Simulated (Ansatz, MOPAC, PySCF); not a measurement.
Complex: H2S (SMILES S) (first 3 atoms) with HI (SMILES I); geometry from B3LYP-D3(BJ)/def2-TZVP.
(charge 0, multiplicity 1):
```xyz
5

S     -0.095     0.072     0.102
H      0.056     1.402     0.220
H     -1.390     0.126     0.451
I      0.784    -0.201     4.106
H      0.506    -0.177     2.496
```

Counterpoise-corrected where a basis set is named; no monomer relaxation. Rows marked so take none.

Correlated levels freeze the cores. Filled d and f shells under p-block atoms count as core. CBS: X⁻³ extrapolation of the correlation energy, Hartree–Fock from the larger set. Rows in 3-21G, LANL2DZ, STO-3G carry no dispersion term and start afresh at each structure; the Pople sets are all-electron and without relativity. LANL2DZ brings its own core potentials from Na on. The state reached by AM1, PM3, PM6, PM7 isn't checked; PM7 holds dispersion and hydrogen-bond terms.

Programs: Ansatz (a first-principles code) with Gaussian orbitals; MOPAC for AM1, PM3, PM6, PM7 (differences of heats of formation); PySCF for 3-21G rows, LANL2DZ rows, STO-3G rows, the dispersion terms.  In def2 rows elements past Kr take small-core potentials, without spin–orbit coupling.

Other levels give for the interaction energy: PBE/def2-TZVPPD -126.8; B3LYP/def2-TZVPPD -60.6; B3LYP-D3(BJ)/def2-TZVPPD -135.4; wB97M-V/def2-TZVPPD -90.3; CCSD(T)/CBS(def2-TZVPPD, def2-QZVPPD) -93.9 meV.

Q: What do these common cheap choices give for the same quantity: AM1, PM3, PM6, PM7, HF/STO-3G (no counterpoise), HF/3-21G (no counterpoise), B3LYP/3-21G (no counterpoise), B3LYP/LANL2DZ (no counterpoise)?

A: AM1 -97.4; PM3 -268.1; PM6 -71.5; PM7 -52.3; HF/STO-3G (no counterpoise) -79.0; HF/3-21G (no counterpoise) -32.7; B3LYP/3-21G (no counterpoise) -137.7; B3LYP/LANL2DZ (no counterpoise) -84.0 meV. They span -268.1 to -32.7 meV.
